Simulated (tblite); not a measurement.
Isomers of C7H13FOSi. Calculated harmonic vibrations of the isolated species, GFN2-xTB (tblite), most abundant isotopes, no scaling. This tight-binding method is rough: wavenumbers can miss measured ones by several per cent, in bad cases by 10 to 20. Modes of hydrogen on silicon can be 10 to 20 % off. One conformer each.

Electronic energies: GFN2-xTB at the same geometries; isomer energies are rough at this level and their order can be wrong.

```csv
SMILES,"electronic energy, lowest = 0 (kJ/mol)"
O[SiH2]/C(=C\C1CC1)CCF,0.0
C=C(C)/C=C(\C)O[SiH2]CF,1.6
C=CC(=O)[Si@@H](F)C(C)(C)C,9.8
```

Question: How do GFN2-xTB zero-point energies change the relative energies?

Answer: 
```tsv
SMILES	ZPE (kJ/mol)	of it from modes above 1550 cm⁻¹	electronic (kJ/mol)	with ZPE, lowest = 0 (kJ/mol)	lowest mode (cm⁻¹)	rings
O[SiH2]/C(=C\C1CC1)CCF	476.8	240.1	0.0	5.0	27	1
C=C(C)/C=C(\C)O[SiH2]CF	470.2	247.2	1.6	0.0	24	0
C=CC(=O)[Si@@H](F)C(C)(C)C	478.9	252.0	9.8	17.0	31	0
```

The zero-point energies span 8.7 kJ/mol, from `C=C(C)/C=C(\C)O[SiH2]CF` to `C=CC(=O)[Si@@H](F)C(C)(C)C`. With it `C=C(C)/C=C(\C)O[SiH2]CF` becomes the lowest.
